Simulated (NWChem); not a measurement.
WHO3Cl; SMILES [O]=[W](=[O])([OH])[Cl]

```xyz
6

W      0.0302    -0.2246    -0.0332
O      0.8444    -0.7912     1.3440
O      0.9472    -0.7110    -1.3769
Cl    -0.0611     2.0555     0.0336
O     -1.6580    -1.0239    -0.1370
H     -2.1096    -1.6460     0.4439
```
Atoms are numbered in this order, from 1.

Level: PBE0/def2-SVP with def2 effective core potentials on W (NWChem), optimised geometry, unscaled harmonic frequencies. def2 effective core potentials on W; no spin-orbit coupling.

Problem. List the harmonic frequencies with IR intensities, and the thermochemistry.

Solution. 
```
frequency (cm⁻¹)  IR intensity (km/mol)
----------------  ---------------------
149                                10.0
167                                18.7
205                                89.8
233                                22.8
260                                 7.4
359                                10.2
424                                68.7
541                               178.8
764                                81.7
1023                              192.2
1062                               87.4
3920                              341.8
```

| Item | Result |
|---|---|
| zero-point energy | 13.0 kcal/mol |
| thermal correction to the enthalpy at 298.15 K (with zero-point energy) | 17.8 kcal/mol |
| heat capacity Cv | 20.6 cal/(mol K) |
| entropy at 298.15 K and 1 atm (symmetry number 1) | 83.9 cal/(mol K) |

Rigid rotor and harmonic oscillator.
